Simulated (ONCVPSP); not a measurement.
# Ranking ONCV potentials for S (Z = 16)

All share these settings but for the change named:

ONCVPSP 4.0.1 input, shortened (lines: element, Z, core and valence counts, functional; n l f; lmax; l rc ep ncon nbas qcut; lloc lpopt rc5 dvloc0; l nproj debl; icmod fcfact rcfact), BLYP, non-relativistic:

```
  S 16.00    1    4  -106131      upf
    1    0    2.00
    2    0    2.00
    2    1    6.00
    3    0    1.75
    3    1    4.25
    1
    0    0.80    0.00    4    7   13.00
    1    0.95    0.00    3    8   16.80
    4    5    0.60    0.00
    0    3    1.20
    1    2    1.30
    3    4.00    1.60
```

Test errors are all-electron minus pseudo excitation energies from the reference, over 2s2 2p6 3s2 3p4; 2s2 2p6 3s2 3p3; 2s2 2p6 3s2 3p2; 2s2 2p5 3s2 3p4. None of these files shows a bound ghost.

The base gives 1219.1 meV.

Of 5 variants that were run, those that failed, showed a ghost or another fault, or gave nearly equal values are left out.

Problem. Rank these variants by their largest absolute test error, smallest first.
A. all radii but the core radius scaled by about 1.20 (s 0.96, p 1.14 bohr); local potential polynomial inside 0.72 bohr (lpopt 5, dvloc0 0 Ha)
B. all radii but the core radius scaled by about 1.13 (s 0.90, p 1.08 bohr); local potential polynomial inside 0.68 bohr (lpopt 5, dvloc0 0 Ha)
C. all radii but the core radius scaled by about 1.28 (s 1.02, p 1.22 bohr); local potential polynomial inside 0.76 bohr (lpopt 5, dvloc0 0 Ha)

Solution. B (1556.5 meV), A (1779.6 meV), C (2024.5 meV).
